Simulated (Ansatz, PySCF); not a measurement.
CH₉FO₂Si₃ (SMILES C[SiH2]O[SiH2]O[SiH2]F), singlet, at a GFN2-xTB geometry, with bond 10-4 at 1.8 times its length. Base run: CASSCF(4,6)/STO-3G (PySCF).

PySCF was given this input:
```python
from pyscf import gto, scf, mcscf
import numpy

mol = gto.M(
    atom='''
Si    1.69557369   -0.90090071    0.60431312
F     3.29342048   -0.77203255    0.60921600
O     1.16377475    0.58926298    0.34742363
Si    0.09492592    1.69773104   -0.16549259
O    -1.24605055    0.96489924   -0.68005664
Si   -2.21788643   -0.31427696   -0.94412468
C    -2.32244509   -1.39676837    0.60937474
H     1.31571096   -1.31870788    1.94215449
H     1.36708758   -1.78759541   -0.49707550
H    -0.52772032    3.12890938    1.93680369
H     0.68980603    2.36755523   -1.31027933
H    -1.65744486   -1.06617194   -2.07076317
H    -3.49873010    0.31352328   -1.27196699
H    -2.66527960   -0.82315220    1.46689861
H    -1.35137191   -1.81537421    0.86399738
H    -3.01328129   -2.22304900    0.47071434
''',
    basis='sto-3g',
    verbose=4,
)

mf = scf.RHF(mol)
mf.kernel()
mc = mcscf.CASSCF(mf, 6, 4)
mc.fix_spin_(ss=0.0)
mc.kernel()
occ = numpy.linalg.eigvalsh(mc.fcisolver.make_rdm1(mc.ci, mc.ncas, mc.nelecas))[::-1]
ss = mc.fcisolver.spin_square(mc.ci, mc.ncas, mc.nelecas)[0]
print('natural occupations', occ.round(4), ' <S^2>', round(ss, 4))
```

Programs used: Ansatz (a quantum-chemistry and plane-wave program), PySCF; a row that names a program was run with it.

Each row names what was changed in the base input (with any setting that the change needs).

```csv
change,ΔE vs base (mEh),natural occupations,<S^2> of the state,outcome
base,0.000,1.99 1.59 0.41 0.01 0.00 0.00,0.00,converged
orbitals = fixed (CASCI); correction = SC-NEVPT2,-234.4,2.00 1.63 0.37 0.00 0.00 0.00,0.00,converged
code = ansatz,-2.769,-,-,converged
"active space = 2 electrons, 3 orbitals",12.839,1.59 0.41 0.00,0.00,converged
solver = newton,0.000,1.99 1.59 0.41 0.01 0.00 0.00,0.00,converged
"active space = 4 electrons, 4 orbitals",2.475,1.99 1.59 0.41 0.01,0.00,converged
"active space = 10 electrons, 9 orbitals",-,-,-,not converged
start = MP2 natural orbitals,0.000,1.99 1.59 0.41 0.01 0.00 0.00,0.00,converged
fix_spin_ = off,0.000,1.99 1.59 0.41 0.01 0.00 0.00,0.00,converged
"active space = 8 electrons, 7 orbitals",-,-,-,not converged
"active space = 6 electrons, 6 orbitals",-15.142,1.99 1.98 1.59 0.41 0.02 0.01,0.00,converged
```

Active orbitals are taken around the Fermi level unless the row says otherwise; CASSCF can end in different local minima, and two programs can end on different orbitals. State-averaged rows give the lowest state.
